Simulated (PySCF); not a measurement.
CH₁₁NSi₃, SMILES C[SiH2]N[SiH2][SiH3].

Geometry: PBE0-D3(BJ)/def2-SVP. This is a generated structure with no PubChem entry under its InChIKey; it may be hypothetical. The values are those of a single conformer.

Two levels are set side by side: PBE/def2-TZVP (PySCF) and PBE0/def2-TZVP (PySCF). Same geometry, gas phase. Differences are taken from unrounded values.

```json
[
 {"quantity": "orbital gap (eV)", "PBE": "4.77"},
 {"quantity": "highest occupied level (eV)", "PBE": "-5.84"},
 {"quantity": "lowest empty level (eV)", "PBE": "-1.07"},
 {"quantity": "dipole moment (D)", "PBE": "0.95"},
 {"quantity": "mean polarisability (bohr³)", "PBE": "107.1"}
]
```

These are the PBE values. What does PBE0 give? (An estimate is asked for; the answer gives what the named calculation found.)


```tsv
quantity	PBE0	PBE minus PBE0
orbital gap (eV)	6.82	-2.05
highest occupied level (eV)	-7.05	1.21
lowest empty level (eV)	-0.23	-0.84
dipole moment (D)	0.94	0.02
mean polarisability (bohr³)	102.9	4.2
```

PBE's occupied levels lie high since its potential decays too fast outside the molecule; exact exchange lowers them and widens the gap. Loosely held outer electrons make PBE densities more polarisable. Differences between two approximate levels are no errors against the true value.

Rough cost on one machine, each run with all the roots and properties that it gave: PBE0 against PBE within a factor of 2.
